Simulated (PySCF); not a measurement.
GaH7OSi2. Atoms are numbered in the order given.

```xyz
11

Ga    -0.2609    -0.0015     0.0000
O     -2.0602    -0.1223     0.0000
H     -2.5311     0.7248     0.0000
Si     0.7600    -2.1873     0.0000
H      1.6313    -2.3474    -1.2021
H      1.6313    -2.3474     1.2021
H     -0.2524    -3.2796     0.0000
Si     0.7497     2.2033     0.0000
H      1.6132     2.3796     1.2048
H      1.6132     2.3796    -1.2048
H     -0.2715     3.2924     0.0000
```

The structure is a stationary point at TPSSh-D3(BJ)/def2-SVP. One conformer was computed; it need not be the lowest.

Computed with PySCF with B3LYP/def2-TZVP.

Isolated molecule, no solvent.

```
Property                                                                                                         Value
---------------------------------------------------------------------------------------------  -----------------------
total energy                                                                                       -2583.45022 hartree
point group                                                                                                         Cs
highest occupied level                                                                                        -7.04 eV
lowest empty level                                                                                            -2.05 eV
orbital gap                                                                                                    4.99 eV
dipole moment                                                                                                   1.30 D
quadrupole, principal values (traceless, Buckingham form, about the centre of nuclear charge)    -8.09, 3.48, 4.61 D·Å
mean static polarisability                                                                       97.9 bohr³ (14.51 Å³)
polarisability, principal values                                                               73.1, 90.7, 129.8 bohr³
```
